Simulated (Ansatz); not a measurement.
Isolated molecules relaxed with PBE0-D4/def2-TZVP in Ansatz; ΔE leaves out vibrations. CBS: MP2 limit from def2 TZ/QZ plus the TZ coupled-cluster correction, frozen cores. This one scheme is used for every species. Double bonds are as drawn, so ΔE can hold a change between cis and trans. DFT in def2-TZVPP. For Br outer-core shells are correlated without core-valence functions, which leaves a few kJ/mol of doubt a bond. Scalar relativity is left out up to krypton.

Reaction (formal exchange of groups at a C–Br bond): `B/C(Br)=C\F` + CH₄ → `B/C(C)=C/F` + HBr

`B/C(Br)=C\F`:

Z-matrix (Å, degrees):
```
B
C 1 1.528
H 1 1.193 2 118.5
H 1 1.191 2 120.6 3 -180.0
Br 2 1.901 1 120.7 3 -180.0
C 2 1.339 1 124.6 3 -0.0
F 6 1.320 2 122.0 1 0.0
H 6 1.086 2 125.6 1 -180.0
```

CH₄:

Z-matrix (Å, degrees):
```
C
H 1 1.090
H 1 1.090 2 109.5
H 1 1.090 2 109.5 3 -120.0
H 1 1.090 2 109.5 3 120.0
```

`B/C(C)=C/F`:

Z-matrix (Å, degrees):
```
C
C 1 1.500
H 1 1.090 2 112.6
H 1 1.093 2 110.4 3 121.2
H 1 1.093 2 110.3 3 -121.2
C 2 1.338 1 122.1 3 0.8
B 2 1.526 1 124.1 3 -179.2
F 6 1.329 2 123.4 1 -0.0
H 6 1.084 2 124.7 1 180.0
H 7 1.198 2 119.6 1 -180.0
H 7 1.197 2 121.1 1 0.1
```

HBr:

Cartesian coordinates in Å:
```
Br 0.366 -0.502 0.344
H -0.366 0.502 -0.344
```

Task: Is it downhill or uphill in electronic energy at CCSD(T)/CBS, and by how much? (Estimate.)

Result: Ansatz gave: Downhill: ΔE = -30.9 kJ/mol.

Task: What do these levels give: r2SCANh-D4, r2SCAN0-D4, ωB97X-V, B2PLYP, BLYP, PBE0, r2SCANh, LC-ωPBE, CCSD(T)/def2-SVP, SCS-MP2/def2-TZVPP, HF/def2-QZVPP, MP2/def2-QZVPP? (Estimate.)

Result: Ansatz gave: r2SCANh-D4 -30.0, r2SCAN0-D4 -32.3, ωB97X-V -30.7, B2PLYP -28.2, BLYP -23.0, PBE0 -31.8, r2SCANh -29.9, LC-ωPBE -34.7, CCSD(T)/def2-SVP -40.9, SCS-MP2/def2-TZVPP -27.6, HF/def2-QZVPP -36.3, MP2/def2-QZVPP -28.7 kJ/mol.

Largest T1 diagnostic among the species: 0.012.

In def2-TZVPP, CCSD(T) changes the Hartree–Fock value by +4.8 kJ/mol (the triples alone add +2.2 kJ/mol) and MP2 by +7.1 kJ/mol. Leaving LDA and LC-ωPBE aside and taking each functional with its dispersion term where it has one, the values, not all of them listed here, spread over 10.7 kJ/mol, from PBE-QIDH to BLYP-D4. LDA lies −10.5 kJ/mol from PBE without D4.
